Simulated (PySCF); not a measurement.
A structure optimised at B3LYP-D3(BJ)/def2-SVP, used in a PySCF frequency run:

```
C
O 1 1.3859
H 1 1.1004 2 115.66
C 2 1.4070 1 113.36 3 65.28
H 4 1.0995 2 107.63 1 179.17
H 4 1.1074 5 108.90 2 121.46
H 4 1.1079 5 108.64 6 117.31
C 1 1.4832 3 116.00 2 -142.97
O 8 1.3913 1 116.71 3 3.93
H 9 0.9664 8 107.84 1 -147.22
H 8 1.0995 9 116.38 10 71.82
C 8 1.5169 11 116.23 9 150.16
H 12 1.0936 8 117.50 11 -147.72
H 12 1.0936 13 115.98 8 -146.42
```

Task: Write its SMILES and formula.

Result: CO[C@@H]1C[C@H]1O, C4H8O2

Task: What are its rotational constants (standard atomic weights)?

Result: 10.192, 2.0318, 1.8664 GHz
